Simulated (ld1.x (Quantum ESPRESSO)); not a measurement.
**Ranking PAW potentials for N (Z = 7)**

All share these settings but for the change named:

| Item | Value |
| --- | --- |
| Element | N (Z = 7) |
| Generator | ld1.x (Quantum ESPRESSO) 7.5 |
| Type | PAW |
| Functional | LDA (PZ) |
| Relativity | scalar-relativistic |
| Frozen core | [He] |
| Valence charge | 5 |
| Reference configuration | 2s2 2p3 |
| Partial waves | 2s (bound): rcut 0.70, rcutus 0.80 bohr; 2s channel at -0.6 Ry: rcut 0.70, rcutus 0.80 bohr; 2p (bound): rcut 1.95, rcutus 2.70 bohr; 2p channel at 1.65 Ry: rcut 1.95, rcutus 2.70 bohr; 3d channel at -0.05 Ry: rcut 2.15, rcutus 2.50 bohr; 3d channel at 0.9 Ry: rcut 2.15, rcutus 2.50 bohr |
| Local potential | all-electron potential smoothed inside 0.85 bohr (lloc = -1) |
| Core correction | Bessel-smoothed model core inside 0.60 bohr |
| Augmentation charge | PSQ, inside the norm-conserving radii |

Test errors are all-electron minus pseudo excitation energies from the reference, over 2s2 2p2; 2s2 2p1; 2s2 2p0; 2s1 2p4; 2s1 2p0; 2s1 2p3; 2s2 2p3.3. None of these files shows a bound ghost.

Of 11 variants that were run, those that failed, showed a ghost or another fault, or gave nearly equal values are left out.

Task: Rank these variants by their largest absolute test error, smallest first.
A. waves 2s (bound): rcut 0.70, rcutus 0.96 bohr; 2s channel at -0.6 Ry: rcut 0.70, rcutus 0.96 bohr
B. functional PBE
C. local potential all-electron potential smoothed inside 1.40 bohr (lloc = -1)

Result: C (40.5 meV), A (59.7 meV), B (384.6 meV).
